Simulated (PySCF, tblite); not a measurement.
Isomers of C4H9NO3Si. Computed values, GFN2-xTB/tblite, gas phase, harmonic and unscaled. Errors from tens to a few hundred cm⁻¹ against measured bands are possible. Modes of hydrogen on silicon can be 10 to 20 % off. One conformer each.

Electronic energies: PBE0/pcSseg-1 single points on the GFN2-xTB geometries (PySCF, gas phase).

```tsv
SMILES	electronic energy, lowest = 0 (kJ/mol)
CO[Si](C#N)(OC)OC	0.0
CNC(=O)[C@@H](C=O)O[SiH3]	178.0
CO[C@@H]1C[Si@@H](C(N)=O)O1	171.2
```

How do GFN2-xTB zero-point energies change the relative energies?

```csv
SMILES,ZPE (kJ/mol),of it from modes above 1550 cm⁻¹,electronic (kJ/mol),"with ZPE, lowest = 0 (kJ/mol)",lowest mode (cm⁻¹),rings
CO[Si](C#N)(OC)OC,349.7,174.5,0.0,0.0,54,0
CO[C@@H]1C[Si@@H](C(N)=O)O1,348.9,172.3,171.2,170.4,38,1
CNC(=O)[C@@H](C=O)O[SiH3],334.9,170.5,178.0,163.2,47,0
```

The zero-point energies span 14.8 kJ/mol, from `CNC(=O)[C@@H](C=O)O[SiH3]` to `CO[Si](C#N)(OC)OC`. The lowest isomer stays, but the order above it changes.

And how do the electronic energies of GFN2-xTB itself compare?

`CO[Si](C#N)(OC)OC` 0.0; `CO[C@@H]1C[Si@@H](C(N)=O)O1` 157.5; `CNC(=O)[C@@H](C=O)O[SiH3]` 63.5 kJ/mol, lowest = 0. Against the energies above, taken from the same isomer `CO[Si](C#N)(OC)OC`, the largest difference is 114.5 kJ/mol.
